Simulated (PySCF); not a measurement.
# Electronic structure of Ca¹³⁺ (calcium, charge +13) at the UHF level

Configuration: [He] 2s2 2p3, high-spin 4S determinant. All numbers are calculated (PySCF 2.14, the non-relativistic Hamiltonian (point nucleus), in an even-tempered Gaussian basis (18 s from 2.1 bohr⁻², ratio 2.2; 11 p from 2.7 bohr⁻², ratio 2.2; 6 d from 13 bohr⁻², ratio 2.4; 5 f from 19 bohr⁻², ratio 2.4; 5 g from 29 bohr⁻², ratio 2.4)).

| Item | Value |
| --- | --- |
| Total energy | -567.972352 hartree |
| One-electron energy | -644.8652 hartree |
| Hartree (Coulomb) energy | 100.2646 hartree |
| Exchange energy | -23.3718 hartree |
| Kinetic energy | 567.97142 hartree |
| ⟨S²⟩ | 3.7505 |
| ⟨L²⟩ | 0.000 |
| Sum of ⟨r⟩ | 1.726 bohr |
| Sum of ⟨r²⟩ | 0.6093 bohr² |
| Density at the nucleus (Gaussians lack the cusp) | 5300 bohr⁻³ |
| Spin density at the nucleus | 0.479 bohr⁻³ |

```json
{"shell": "1s α", "electrons": "1", "mean orbital energy (hartree)": "-168.82235", "rms radius, mean of both spins (bohr)": "0.0891"}
{"shell": "1s β", "electrons": "1", "mean orbital energy (hartree)": "-168.10227", "rms radius, mean of both spins (bohr)": "0.0891"}
{"shell": "2s α", "electrons": "1", "mean orbital energy (hartree)": "-32.65951", "rms radius, mean of both spins (bohr)": "0.370"}
{"shell": "2s β", "electrons": "1", "mean orbital energy (hartree)": "-31.02290", "rms radius, mean of both spins (bohr)": "0.370"}
{"shell": "2p α", "electrons": "3", "mean orbital energy (hartree)": "-30.15750", "rms radius, mean of both spins (bohr)": "0.327"}
```

Spin-orbit constants ζ (cm⁻¹) from the X2C one-electron operator on these orbitals (non-relativistic here): bare nucleus, nucleus screened by l(l+1)(2l+1)/3 electrons, and screened by the Breit-Pauli mean field of the electrons.

```tsv
shell	bare	screened nucleus	mean field
2p	25260	22730	21820
```
